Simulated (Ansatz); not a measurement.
Abridged output of a molecular run in Ansatz:

```
Functional definition: HF
1665 factors; integrals over basis functions are off by at most 1.1e-3 eV
mean field evaluation 1: about -34727.5445 eV, gradient 7.4e1 eV
mean field evaluation 2: about -34727.7283 eV, gradient 7.4e1 eV
mean field evaluation 4: about -34737.2241 eV, gradient 3.2e0 eV
mean field evaluation 8: about -34737.3095 eV, gradient 3.5e-1 eV
mean field -34737.30986549 eV, -1276.5725917624 hartree, gradient 6.6e-6 eV, S^2 0.000000; 0 other end points of the search recorded, 0 dependent functions left out
13 core orbitals not correlated: weight in the atoms' cores, before any rotation towards them, 1.000 or more for the frozen orbitals, at most 0.000 for the correlated occupied ones
reference -34737.30986549 eV, -1276.5725917624 hartree; 19, 19 occupied and 237, 237 virtual orbitals, 1665 factors
second order -31.23838271 eV of doubles, -0.00000000 eV of singles
cycle   1  -31.12571034 eV  change    1.1e-1 eV  update   1.5e-1
cycle   2  -31.86752345 eV  change   -7.4e-1 eV  update   5.4e-2
cycle   3  -32.10458598 eV  change   -2.4e-1 eV  update   2.7e-2
cycle   4  -32.09248731 eV  change    1.2e-2 eV  update   7.6e-3
cycle   5  -32.08268605 eV  change    9.8e-3 eV  update   3.5e-3
cycle   6  -32.08494584 eV  change   -2.3e-3 eV  update   1.1e-3
cycle   7  -32.08460756 eV  change    3.4e-4 eV  update   3.6e-4
cycle   8  -32.08441919 eV  change    1.9e-4 eV  update   1.1e-4
cycle   9  -32.08447022 eV  change   -5.1e-5 eV  update   4.6e-5
cycle  10  -32.08449173 eV  change   -2.2e-5 eV  update   1.5e-5
perturbative correction -1.16703499 eV, -0.0428877447 hartree
Total energy: -34770.56139221 eV, -1277.7945628307 hartree
```

Its atoms:

```xyz
10

O    -0.361   -1.554    2.225
Sc   -0.627   -1.041    0.453
O    -1.760   -1.983   -0.687
O     0.287    0.490   -0.211
Si    1.074    1.792   -0.779
H    -0.256   -1.854    3.122
H    -2.351   -2.500   -1.226
H     2.176    1.382   -1.695
H     0.149    2.682   -1.535
H     1.669    2.585    0.333
```

Problem. Which basis set was used?
A. def2-TZVPPD
B. def2-QZVPP
C. cc-pV(Q+d)Z
D. def2-TZVPP

Solution. D. It gives 269 functions.

Problem. Write the keys of the input that set method, charge and spin (a neutral closed shell needs none for the last two).

Solution. 
```yaml
correlation: {method: ccsd_t}
```
